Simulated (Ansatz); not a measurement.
`C=C[O][SnH3]` → `C[O][Sn][CH3]`  (isomerisation)

Gas-phase electronic energies from Ansatz, PBE0-D4/def2-TZVP geometries. CCSD(T)/CBS is the MP2 limit (def2-TZVPP, def2-QZVPP) plus CCSD(T) − MP2 in def2-TZVPP, frozen cores. Functionals use def2-TZVPP. def2 core potentials past Kr. For Sn outer-core shells are correlated without core-valence functions, which leaves a few kJ/mol of doubt a bond. One conformer a species, not always the lowest.

Question: Is it downhill or uphill in electronic energy at CCSD(T)/CBS, and by how much? (Best estimate.)

Answer: Ansatz gave: Downhill: ΔE = -1.26 eV.

Question: What do these levels give: ωB97X-V, MP2/def2-TZVPP, SCS-MP2/def2-QZVPP, HF/CBS(def2), MP2/CBS(def2), CCSD/CBS(def2)? (An estimate is asked.)

Answer: Computed: ωB97X-V -1.16, MP2/def2-TZVPP -1.33, SCS-MP2/def2-QZVPP -1.33, HF/CBS(def2) -1.01, MP2/CBS(def2) -1.43, CCSD/CBS(def2) -1.28 eV.

Largest T1 diagnostic among the species: 0.017.

In def2-TZVPP, CCSD(T) changes the Hartree–Fock value by −0.15 eV (the triples alone add +0.02 eV) and MP2 by −0.32 eV. From PBE to PBE0 (25 % exact exchange), in def2-TZVPP and without D4, ΔE moves by +0.08 eV.
